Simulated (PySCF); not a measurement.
**B²⁺ (boron, charge +2) across methods**

[He] 2p1, 2P determinant (an excited configuration). Calculation: PySCF 2.14, in aug-cc-pwCVQZ (9s8p6d4f2g, 109 functions); the non-relativistic Hamiltonian (point nucleus).

```csv
method,E (hartree),mean ε 1s α (eV),mean ε 1s β (eV),mean ε 2p α (eV),Σ⟨r²⟩ (bohr²),⟨S²⟩
TPSSh,-23.2409,-215.24,-214.67,-27.424,3.264,0.750
PBE0,-23.1976,-217.78,-217.18,-28.128,3.287,0.750
PBE,-23.1943,-210.45,-209.87,-26.783,3.284,0.750
M06-L,-23.2643,-213.57,-213.18,-27.030,3.224,0.750
LDA,-22.9389,-208.44,-207.85,-26.421,3.308,0.750
r2SCAN,-23.2270,-213.46,-212.96,-27.072,3.259,0.750
M06,-23.2462,-218.02,-217.57,-27.873,3.292,0.750
UHF,-23.15360,-239.01,-238.39,-31.783,3.332,0.750
```
